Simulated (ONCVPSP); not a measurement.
## Before and after: ONCV potential for B (Z = 5)

| Property | Result |
| --- | --- |
| Element | B |
| Generator | ONCVPSP 4.0.1 |
| Type | optimised norm-conserving Vanderbilt (ONCV) |
| Functional | PBE |
| Relativity | scalar-relativistic |
| Frozen core | [He] |
| Valence charge | 3 |
| Reference configuration | 2s2 2p1 |
| Partial waves | 2s: rc 1.70 bohr, ncon 4, nbas 8, qcut 3.1 1/bohr, 2 projectors, debl 2.6 Ha; 2p: rc 2.60 bohr, ncon 4, nbas 7, qcut 5.9 1/bohr, 2 projectors, debl 1.4 Ha; d scattering state at 0.15 Ha: rc 2.60 bohr, ncon 4, nbas 7, qcut 3.8 1/bohr, 2 projectors, debl 3 Ha |
| Local potential | polynomial inside 1.20 bohr (lpopt 4, dvloc0 0 Ha) |
| Core correction | Teter function, parameters optimised by the program |

All-electron outer shells of the reference configuration (PBE, scalar-relativistic, ld1.x):

```
shell  level (eV)  outermost node (bohr)  outermost maximum (bohr)
   1s     -180.59                      –                      0.21
   2s       -9.44                   0.46                      1.52
   2p       -3.61                      –                      1.57
```

Change: core correction Teter function, fcfact 6, rcfact 1.55.

Cutoffs: the cutoffs (Ha) at which the residual kinetic energy of the hardest occupied pseudo-wave falls to 1 and 0.1 mHa per electron; they do not see the model core or the augmentation charge, which bear on the density cutoff. Errors are all-electron minus pseudo energies relative to the spin-unpolarised reference configuration.

Problem. Predict the effect on cutoff, ghosts and configuration errors.

Solution. The potential gets neither clearly harder nor softer (23 Ha and 56 Ha → 23 Ha and 56 Ha); of the 4 tests that both files solve, the error grows in 3 and shrinks in 1 by more than 15 % and 0.3 meV (median size 36.1 → 37.0 meV); neither file shows a bound ghost. A model core, the more so a compact one, raises the density cutoff, which this test does not measure.

```csv
quantity,base,changed
"cutoff, loose",23 Ha,23 Ha
"cutoff, tight",56 Ha,56 Ha
bound ghosts,none,none
GHOST(+) flags under 300 eV,d at 107.4 eV,d at 107.4 eV
"error for 2s2 2p0, meV [ΔE 8.22 eV]",+42,+50
"error for 2s1 2p0, meV [ΔE 33.64 eV]",+73,+123
"error for 2s2 2p0.5, meV [ΔE 2.89 eV]",+5.9,+7.1
"error for 2s1 2p1, meV [ΔE 14.36 eV]",-30,-24
s: phases at 1.73 bohr within 0.05 rad from the reference energy up to (Ha; the scan ends near 5),to the end of the scan,to the end of the scan
p: phases at 2.64 bohr within 0.05 rad from the reference energy up to (Ha; the scan ends near 5),3.5,3.5
d: phases at 2.64 bohr within 0.05 rad from the reference energy up to (Ha; the scan ends near 5),2.4,2.4
"rms error of d²Exc/dni dnj with the model core, mHa",1.22,1.59
```
